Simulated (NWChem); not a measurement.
System: AlH₃O₂; SMILES [OH][AlH][OH]

```xyz
6

Al    -0.4579    -0.0102     0.0000
H     -2.0315    -0.0471     0.0000
O      0.3652    -1.4932     0.0000
H      1.3178    -1.5979     0.0000
O      0.4548     1.4257     0.0000
H      0.1067     2.3180     0.0000
```
Atoms are numbered in this order, from 1.

Results from NWChem. Coordinates come from a PBE0/def2-SVP optimisation.

Task: Taking B3LYP/pcseg-2 as the yardstick, which of these has the fewest basis functions while keeping “highest occupied level (eV)” within 0.2 eV of it: B3LYP/pcseg-1; B3LYP/def2-SVP; B3LYP/aug-pcseg-1; B3LYP/STO-3G?

Result: B3LYP/pcseg-1.
```json
[
 {"level": "B3LYP/STO-3G", "basis functions": "22", "highest occupied level (eV)": "-3.05"},
 {"level": "B3LYP/pcseg-1", "basis functions": "61", "highest occupied level (eV)": "-8.61"},
 {"level": "B3LYP/def2-SVP", "basis functions": "61", "highest occupied level (eV)": "-8.32"},
 {"level": "B3LYP/aug-pcseg-1", "basis functions": "100", "highest occupied level (eV)": "-8.82"},
 {"level": "B3LYP/pcseg-2", "basis functions": "136", "highest occupied level (eV)": "-8.75"}
]
```

The yardstick is one finite set, not the basis-set limit.
